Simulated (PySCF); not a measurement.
**ZnSi: script and output**

The script input.py:

```python
from pyscf import gto, dft
from pyscf.prop.polarizability import uhf as pol

mol = gto.M(
    atom='Zn 0 0 0; Si 0 0 2.305',
    basis='x2c-svpall',
    charge=0,
    spin=2,
    verbose=4,
)
mf = dft.UKS(mol, xc='pw91')
mf = mf.sfx2c1e()
mf.kernel()
print('polarizability (a.u.)')
print(pol.Polarizability(mf).polarizability().round(4))
mf.dip_moment()
print('orbital energies (hartree):', [e[max(0, n-3):n+3].round(4) for e, n in zip(mf.mo_energy, mol.nelec)])
```

```bash
$ python input.py
```

Output (some set-up lines and the per-cycle HOMO/LUMO lines with their warnings removed):

```
PySCF version 2.14.0

[INPUT] verbose = 4
[INPUT] num. atoms = 2
[INPUT] num. electrons = 44
[INPUT] charge = 0
[INPUT] spin (= nelec alpha-beta = 2S) = 2
[INPUT] symmetry False subgroup None
[INPUT] Mole.unit = angstrom
[INPUT] Symbol           X                Y                Z      unit          X                Y                Z       unit  Magmom
[INPUT]  1 Zn     0.000000000000   0.000000000000   0.000000000000 AA    0.000000000000   0.000000000000   0.000000000000 Bohr   0.0
[INPUT]  2 Si     0.000000000000   0.000000000000   2.305000000000 AA    0.000000000000   0.000000000000   4.355818717122 Bohr   0.0

nuclear repulsion = 96.4227455906291
number of shells = 7
number of NR pGTOs = 114
number of NR cGTOs = 54
basis = x2c-svpall
ecp = {}

******** <class 'pyscf.x2c.sfx2c1e.sfX2C1eUKS'> ********
method = sfX2C1eUKS
initial guess = minao
damping factor = 0
level_shift factor = 0
DIIS = <class 'pyscf.scf.diis.CDIIS'>
diis_start_cycle = 1
diis_space = 8
diis_damp = 0
SCF conv_tol = 1e-09
SCF conv_tol_grad = None
SCF max_cycles = 50
direct_scf = True
direct_scf_tol = 1e-13
number electrons alpha = 23  beta = 21
XC library pyscf.dft.libxc version 7.0.0
    S. Lehtola, C. Steigemann, M. J.T. Oliveira, and M. A.L. Marques.,  SoftwareX 7, 1–5 (2018)
XC functionals = pw91
    J. P. Perdew. In P. Ziesche and H. Eschrig, editors, Proceedings of the 75. WE-Heraeus-Seminar and 21st Annual International Symposium on Electronic Structure of Solids, 11. Berlin, 1991. Akademie Verlag.
    J. P. Perdew, J. A. Chevary, S. H. Vosko, K. A. Jackson, M. R. Pederson, D. J. Singh, and C. Fiolhais.,  Phys. Rev. B 46, 6671 (1992)
    J. P. Perdew, J. A. Chevary, S. H. Vosko, K. A. Jackson, M. R. Pederson, D. J. Singh, and C. Fiolhais.,  Phys. Rev. B 48, 4978 (1993)
    J. P. Perdew. In P. Ziesche and H. Eschrig, editors, Proceedings of the 75. WE-Heraeus-Seminar and 21st Annual International Symposium on Electronic Structure of Solids, 11. Berlin, 1991. Akademie Verlag.
    J. P. Perdew, J. A. Chevary, S. H. Vosko, K. A. Jackson, M. R. Pederson, D. J. Singh, and C. Fiolhais.,  Phys. Rev. B 46, 6671 (1992)
    J. P. Perdew, J. A. Chevary, S. H. Vosko, K. A. Jackson, M. R. Pederson, D. J. Singh, and C. Fiolhais.,  Phys. Rev. B 48, 4978 (1993)
radial grids:
    Treutler-Ahlrichs [JCP 102, 346 (1995); DOI:10.1063/1.469408] (M4) radial grids

becke partition: Becke, JCP 88, 2547 (1988); DOI:10.1063/1.454033
pruning grids: <function nwchem_prune>
grids dens level: 3
symmetrized grids: False
atomic radii adjust function: <function treutler_atomic_radii_adjust>
small_rho_cutoff = 0

******** <class 'pyscf.x2c.sfx2c1e.SpinFreeX2CHelper'> ********
approx = 1e
xuncontract = 1
Set gradient conv threshold to 3.16228e-05
tot grids = 39824
init E= -2085.71004033466

cycle= 1 E= -2085.46951293748  delta_E= 0.241  |g|= 0.829  |ddm|= 1.26
cycle= 2 E= -2084.67102924387  delta_E= 0.798  |g|= 1.44  |ddm|=    2
cycle= 3 E= -2085.55651701425  delta_E= -0.885  |g|= 0.283  |ddm|= 2.12
cycle= 4 E= -2085.64400941927  delta_E= -0.0875  |g|= 0.123  |ddm|= 0.998
cycle= 5 E= -2085.66130629671  delta_E= -0.0173  |g|= 0.0289  |ddm|= 0.245
cycle= 6 E= -2085.66184783687  delta_E= -0.000542  |g|= 0.00836  |ddm|= 0.0603
cycle= 7 E= -2085.66188645481  delta_E= -3.86e-05  |g|= 0.0025  |ddm|= 0.0151
cycle= 8 E= -2085.66189443413  delta_E= -7.98e-06  |g|= 0.000472  |ddm|= 0.00629
cycle= 9 E= -2085.66189495904  delta_E= -5.25e-07  |g|= 0.000156  |ddm|= 0.00233
cycle= 10 E= -2085.66189503669  delta_E= -7.76e-08  |g|= 5.46e-05  |ddm|= 0.000994
cycle= 11 E= -2085.66189504623  delta_E= -9.54e-09  |g|= 1.02e-05  |ddm|= 0.000428
cycle= 12 E= -2085.66189504649  delta_E= -2.6e-10  |g|= 9.44e-07  |ddm|= 6.83e-05
Extra cycle  E= -2085.66189504649  delta_E= 9.09e-13  |g|= 1.58e-06  |ddm|= 5.31e-06
converged SCF energy = -2085.66189504649  <S^2> = 2.0112515  2S+1 = 3.0074917
polarizability (a.u.)
Isotropic polarizability 60.3204844402
Polarizability anisotropy 56.0132982882
[[41.6494  0.      0.    ]
 [ 0.     41.6494  0.    ]
 [ 0.      0.     97.6627]]
Dipole moment(X, Y, Z, Debye):  0.00000, -0.00000, -2.23473
orbital energies (hartree): [array([-0.2508, -0.1598, -0.1598, -0.1276,  0.0058,  0.0058]), array([-0.4274, -0.3623, -0.2334, -0.1154, -0.1006, -0.1006])]
```

In short: E(SCF) = -2085.661895 Eh, 12 cycles, ⟨S²⟩ = 2.011, μz(SCF) = -2.23 D, α(xx, yy, zz) = 41.6, 41.6, 97.7 bohr³.

Wall time 10 s on one thread of a shared host.

The bond length is a typed value, not an optimised one. No search for the lowest solution was made.
